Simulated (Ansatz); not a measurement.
The cluster Al₂B₃⁻. Total charge -1; triplet. Geometry PBE0-D4/def2-SVP, that of the neutral doublet; atoms count from 1.

```xyz
5

B    -1.409   -0.202    1.081
B    -0.058    0.398    0.637
B    -0.957   -0.823   -0.268
Al    0.649   -0.575   -1.474
Al    1.774    1.202    0.023
```

At PBE0-D4/def2-TZVPD a singlet of charge -1 lies 0.52 eV below the triplet at the same geometry. The structure comes from a short search, and lower isomers may exist.

Estimate the Mulliken populations from the PBE0/def2-TZVPD orbitals of Ansatz.


```tsv
atom	charge (e)	spin (α − β)
B1	-0.30	0.92
B2	0.00	-0.06
B3	0.03	0.04
Al4	-0.53	0.48
Al5	-0.20	0.62
```
Mulliken values and Mayer orders depend strongly on the basis. With diffuse functions, as here, like atoms can get unlike values, and bond orders can come out too low or too high.

Where does the spin sit?

Summed by element: B 0.90, Al 1.10, of 2 unpaired in all. Largest on single atoms: B1 0.92, Al5 0.62, Al4 0.48.

And the Mayer bond orders between bonded heavy atoms (over 0.3)?

B1–B2 1.27 (1.54 Å); B1–B3 1.55 (1.55 Å); B2–B3 0.75 (1.77 Å); B2–Al4 0.32 (2.43 Å); B2–Al5 0.51 (2.09 Å); B3–Al4 0.48 (2.02 Å); Al4–Al5 0.74 (2.58 Å). Values over 0.3 also appear between atoms too far apart for a bond (B1–Al4 0.34 at 3.30 Å; B1–Al5 0.33 at 3.64 Å; B3–Al5 0.31 at 3.41 Å); they arise where an orbital or an unpaired electron spreads over both atoms.
